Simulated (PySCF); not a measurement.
Structure from 2D NMR

Compound of formula C₃H₁₁FOSi₂. Correlations simulated from computed shifts and the bond graph:

HSQC (one-bond C–H):
```
  δH    δC
4.64  83.3
0.13  -1.6
```

HMBC (two and three bonds, from the bond graph):
```
  δH          δC
4.64        -1.6
0.13  83.3, -1.6
```

Fast rotation and ring inversion assumed for equivalent nuclei, relativity neglected, in vacuum, a single conformation. σ from GIAO-PBE0/pcSseg-1; geometry from GFN2-xTB; PySCF.

Scale: TMS for 1H, 13C (reference shieldings calculated alike).

Exchangeable hydrogens are left out of these lists.

**Question.** Which molecule is this?

**Answer.** `C[Si](C)(CF)O[SiH3]`.

Numbering as in the mapped SMILES `[CH3:1][Si:2]([CH3:3])([CH2:4][F:5])[O:6][SiH3:7]`; H(Xn) means a hydrogen on atom n.

δC 83.3 is C4, an sp3 CH2 bonded to F and Si (δH 4.64). δC -1.6 is C1/C3, a methyl carbon bonded to Si (δH 0.13).

The shifts were computed for this structure.

Shifts are as computed. Against solution values, carbons near 30 ppm lie about +3 ppm off and those near 130 ppm about +5 ppm. Of 1211 compounds with measured shifts, 218 miss one by over three times the rms of a fit or turn the order of signals round; such compounds aren't used in these exercises.
